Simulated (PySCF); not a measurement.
Structure elucidation problem

Molecular formula: C5H5F3Si. Simulated spectra:

¹H NMR (400 MHz, computed): δ 7.04 (br s, 1H), 6.85 (br s, 1H), 3.60 (m, 1H), 3.60 (m, 1H), 2.35 (m, 1H).

¹³C{¹H} NMR (computed): δ 168.2 (C), 143.1 (C), 139.9 (C), 139.5 (CH2), 16.2 (CH).

[PySCF: GFN2-xTB geometry; σ from GIAO-PBE0/pcSseg-1; relativity neglected; single conformer; no solvent model]

δ = σ(ref) − σ, references computed at the same level: TMS for ¹H (σ = 31.72 ppm), ¹³C (σ = 186.93 ppm).

**Question.** Which of these isomers gave the spectra?
A. C=C1[SiH2][C@H]1C(F)=C(F)F
B. F[Si](F)(F)C1=CCC=C1
C. C#C/C=C(\C)[Si](F)(F)F

**Answer.** A. 

Rings plus π bonds: 3 (1 ring in the answer). 5 carbon signals for 5 carbons: no two carbons are equivalent. Carbon types of the structure: 3 × C, 1 × CH, 1 × CH2, leaving 2 H on heteroatoms. δC 168.2, 143.1, 139.9: fully substituted alkene carbon. δC 139.5: terminal =CH2 carbon; as expected for a trigonal carbon in a double bond. δC 16.2: three-membered-ring carbon; carbons of three-membered rings are unusually shielded. δH 7.04, 6.85: hydrogen on a terminal =CH2 carbon; olefinic region. δH 3.60, 3.60: hydrogen on a silicon bonded to 2 C, in a 3-membered ring.

The others: F[Si](F)(F)C1=CCC=C1 would give 4 signals for carbon-bound and other non-exchanging H, not 5; C#C/C=C(\C)[Si](F)(F)F would give 3 signals for carbon-bound and other non-exchanging H, not 5.

Splittings by ¹⁹F in the carbon and heteronuclear signals aren't shown, as no couplings were computed. Shifts are as computed. Against solution values, carbons near 30 ppm lie about +3 ppm off and those near 130 ppm about +5 ppm. Of 1211 compounds with measured shifts, 218 miss one by over three times the rms of a fit or turn the order of signals round; such compounds aren't used in these exercises. No couplings were computed; multiplicities are counted from neighbouring protons, with m where these are inequivalent, close in shift, in a saturated or five-membered ring or joined by F or P, and br s for small geminal =CH2 splittings.
